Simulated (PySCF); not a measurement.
Job file and geometry (Å, from GFN2-xTB) of an NMR shielding run on `C#CCC(C)(C)C[SiH2]P`, C7H15PSi, GIAO PBE0/pcSseg-1 NMR shielding, non-relativistic, gas phase (PySCF 2.14.0, density-fitted response routines); density fitting, a coarse starting grid and PySCF grid level 2 are the driver's defaults:

```
$ OMP_NUM_THREADS=1 python probes_run.py task.json out

{"job": {"kind": "nmr", "xc": "PBE0", "basis": "pcSseg-1"}, "charge": 0, "multiplicity": 1}
C     -1.933241     2.659075     0.244785
C     -1.674828     1.533877     0.559797
C     -1.370747     0.166720     0.923797
C     -0.714324    -0.621133    -0.224959
C     -1.706071    -0.728906    -1.388656
C     -0.376752    -2.026418     0.271921
C      0.546730     0.096841    -0.716155
Si     1.930587     0.446954     0.544268
P      3.525472     1.480192    -0.647989
H     -2.159398     3.647029    -0.024780
H     -0.702863     0.172766     1.788990
H     -2.301170    -0.329294     1.216498
H     -1.980962     0.260762    -1.746788
H     -2.613225    -1.242945    -1.075977
H     -1.267092    -1.286246    -2.213572
H     -1.284285    -2.569093     0.530328
H      0.144843    -2.586224    -0.501312
H      0.258294    -1.984740     1.152828
H      0.969895    -0.480234    -1.543946
H      0.247622     1.060655    -1.138849
H      1.536830     1.381092     1.606321
H      2.436518    -0.778857     1.184982
H      4.002380     0.330864    -1.250223
H      4.474052     1.417029     0.353351
```

Problem. Write the output of this run.

Solution. 
```
coarse grid: 20152 points
cycle   1  E = -905.7742816231  dE =  8.013e-01  |g| = 5.057e-01  |ddm| = 4.439e+00
cycle   2  E = -905.7715271019  dE =  2.755e-03  |g| = 5.179e-01  |ddm| = 1.153e+00
cycle   3  E = -905.8423557169  dE = -7.083e-02  |g| = 6.289e-02  |ddm| = 5.849e-01
cycle   4  E = -905.8431629016  dE = -8.072e-04  |g| = 3.031e-02  |ddm| = 1.029e-01
cycle   5  E = -905.8433661140  dE = -2.032e-04  |g| = 1.106e-02  |ddm| = 3.566e-02
cycle   6  E = -905.8433914849  dE = -2.537e-05  |g| = 4.844e-03  |ddm| = 1.152e-02
cycle   7  E = -905.8433970122  dE = -5.527e-06  |g| = 7.742e-04  |ddm| = 3.871e-03
final grid: 182888 points
cycle   8  E = -905.9018140053  dE = -9.020e-05  |g| = 9.346e-03  |ddm| = 7.120e-02
cycle   9  E = -905.9018036816  dE =  1.032e-05  |g| = 1.119e-02  |ddm| = 2.021e-02
cycle  10  E = -905.9018356001  dE = -3.192e-05  |g| = 2.330e-03  |ddm| = 1.209e-02
cycle  11  E = -905.9018368513  dE = -1.251e-06  |g| = 6.655e-04  |ddm| = 2.259e-03
cycle  12  E = -905.9018369488  dE = -9.749e-08  |g| = 2.154e-04  |ddm| = 6.622e-04
cycle  13  E = -905.9018369600  dE = -1.121e-08  |g| = 3.743e-05  |ddm| = 2.108e-04
cycle  14  E = -905.9018369603  dE = -2.990e-10  |g| = 9.100e-06  |ddm| = 3.619e-05
converged SCF energy = -905.9018369603

GIAO shielding tensors (ppm)
atom      isotropic    diamagn.    paramagn.     s11        s22        s33       span
  0 C      108.662     259.471    -150.809     34.178     38.677    253.131    218.953
  1 C       99.453     261.935    -162.482      0.343      5.340    292.675    292.332
  2 C      152.463     250.693     -98.230    135.215    147.653    174.522     39.307
  3 C      151.996     244.185     -92.190    145.699    154.418    155.870     10.171
  4 C      153.084     247.450     -94.367    129.739    142.837    186.675     56.936
  5 C      155.192     247.979     -92.788    138.725    141.995    184.854     46.129
  6 C      157.646     254.685     -97.039    138.933    143.918    190.086     51.153
  7 Si     406.650     881.302    -474.652    380.131    396.544    443.275     63.144
  8 P      626.406     966.997    -340.590    556.798    609.933    712.488    155.690
  9 H       30.202      35.160      -4.957     24.571     25.028     41.008     16.437
 10 H       29.461      31.231      -1.770     26.481     28.261     33.640      7.159
 11 H       29.524      29.318       0.206     24.438     28.982     35.152     10.714
 12 H       29.813      31.163      -1.350     25.471     29.310     34.659      9.188
 13 H       30.872      31.010      -0.137     27.047     27.471     38.099     11.052
 14 H       30.776      31.387      -0.611     26.981     28.600     36.747      9.766
 15 H       30.779      31.070      -0.291     26.694     28.216     37.428     10.735
 16 H       30.754      31.740      -0.986     27.123     28.161     36.979      9.856
 17 H       30.550      31.908      -1.358     25.743     29.894     36.013     10.270
 18 H       31.106      34.867      -3.761     25.664     32.022     35.632      9.968
 19 H       29.869      34.423      -4.554     25.342     31.052     33.212      7.870
 20 H       27.436      30.274      -2.838     23.104     27.576     31.628      8.524
 21 H       27.022      30.722      -3.700     22.097     27.398     31.571      9.474
 22 H       30.889      30.199       0.690     25.106     28.663     38.899     13.793
 23 H       30.686      28.997       1.688     25.086     27.051     39.920     14.834
```

Problem. Turn these shieldings into chemical shifts. Scale: TMS for 13C (σ = 186.93 ppm), 29Si (σ = 349.16 ppm), 1H (σ = 31.72 ppm); 31P (σ = 318.38 ppm) against H3PO4 (reference shieldings calculated alike).

Solution. Averaging equivalent atoms: C 1: 87.5; C 0: 78.3; C 3: 34.9; C 2: 34.5; C 4/5: 32.8; C 6: 29.3; Si 7: -57.5; P 8: -308.0; H 20/21: 4.49; H 10/11: 2.22; H 9: 1.51; H 18/19: 1.23; H 12/13/14/15/16/17: 1.13; H 22/23: 0.93 ppm. Experimental scales use liquid or dissolved standards, which lie at an offset from isolated H3PO4.

Size and cost of the density-fitted run: 242 basis functions, 69 s wall time on 1 thread of an Arm Neoverse V1, shared host; peak memory 1.1 GiB.
